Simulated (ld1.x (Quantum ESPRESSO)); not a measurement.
# Ga (Z = 31), PAW: configuration errors across variants

ld1.x (Quantum ESPRESSO) 7.5 input, shortened:

```
&input
   title='Ga', zed=31., rel=1, dft='PBESOL', iswitch=3,
   config='[Ar] 3d10 4s1 4p0'
 /
 &inputp
   pseudotype=3, lpaw=.true., tm=.true., lloc=-1, rcloc=1.00,
   nlcc=.true., new_core_ps=.true., rcore=0.80,
   which_augfun='BESSEL', rmatch_augfun=0.75
 /
6
3S  1  0   2.00   0.00  0.95  1.05  0.0
4S  2  0   1.00   0.00  0.95  1.05  0.0
3P  2  1   6.00   0.00  1.20  1.45  0.0
4P  3  1   0.00   0.00  1.20  1.45  0.0
3D  3  2  10.00   0.00  0.75  0.95  0.0
3D  3  2   0.00  -2.50  0.75  0.95  0.0
 &test
   configts(1)='3s2 3p6 3d10 4s1 4p0'
 /
```

All-electron excitation energies from the reference (eV): (1) 3s2 3p6 3d10 4s2 4p1 -26.815; (2) 3s2 3p6 3d10 4s2 4p0 -21.136; (3) 3s2 3p6 3d10 4s0 4p0 31.121; (4) 3s2 3p6 3d10 4s1 4p2 -20.264; (5) 3s2 3p6 3d9 4s2 4p1 0.895; (6) 3s2 3p6 3d10 4s1 4p1 -13.731; (7) 3s2 3p6 3d9 4s2 4p2 -6.494.

On the changes marked as counting shells twice: ld1.x takes every shell without a wave as core, so the model core holds the marked electrons as well and exchange and correlation see them twice. This cancels in the reference configuration, but the file is broken for other ones, and its errors say nothing about a proper core correction.

The overlap operator is not positive definite (basis up to 400 Ry) in “all radii but the core radius scaled by about 0.77 (s 0.80, p 1.12, d 0.74 bohr, rcut 0.74/0.92/0.58); local potential all-electron potential smoothed inside 0.76 bohr (lloc = -1); augmentation BESSEL, radius 0.58 bohr”, “waves 3s (bound): rcut 0.95, rcutus 1.38 bohr; 4s (bound): rcut 0.95, rcutus 1.38 bohr”. Such files are unfit for use, however small their errors in these radial tests.

1 further variants failed, have other tests or another functional or relativity, and are left out.

The file “type TM semilocal; waves now 3s (bound): rc 1.05 bohr; 3d (bound): rc 0.95 bohr; 3p (bound): rc 1.45 bohr; local potential the p channel (4s counted twice)” misses its own reference levels by 1.9 eV.

Errors AE − PS in meV (a dash: test not solved or not reliable):

```csv
change,(1),(2),(3),(4),(5),(6),(7),bound ghosts
base,+3.2,+2.1,-3.2,+3.0,-2.5,+1.9,-2.1,none
type TM semilocal; waves now 3s (bound): rc 1.05 bohr; 3d (bound): rc 0.95 bohr; 3p (bound): rc 1.45 bohr; local potential the p channel (4s counted twice),+715,+1398,-2429,-1003,+1244,-553,+483,none
"all radii but the core radius scaled by about 0.77 (s 0.80, p 1.12, d 0.74 bohr, rcut 0.74/0.92/0.58); local potential all-electron potential smoothed inside 0.76 bohr (lloc = -1); augmentation BESSEL, radius 0.58 bohr",+2.5,+1.6,-2.4,+2.6,+17,+1.6,+17,not determined (overlap not positive)
"augmentation BESSEL, radius 0.65 bohr",+3.1,+1.9,-3.2,+3.2,-3.5,+1.9,-2.9,none
"wave 3d channel at -2.5 Ry: rcut 0.75, rcutus 0.95 bohr becomes 3d channel at 0.3 Ry: rcut 0.75, rcutus 0.95 bohr",+2.8,+1.8,-2.8,+2.7,-3.6,+1.6,-3.0,none
core correction Bessel-smoothed model core inside 0.74 bohr,+3.2,+2.1,-3.2,+3.0,-2.5,+1.8,-2.1,none
"waves 3s (bound): rcut 0.95, rcutus 1.38 bohr; 4s (bound): rcut 0.95, rcutus 1.38 bohr",+3.3,+2.3,-3.0,+3.0,+0.3,+1.9,+1.3,not determined (overlap not positive)
```

Task: Give the same row for: local potential all-electron potential smoothed inside 0.75 bohr (lloc = -1).

Result: +2.9, +1.9, -2.6, +2.7, +2.6, +1.7, +3.5; bound ghosts: none.
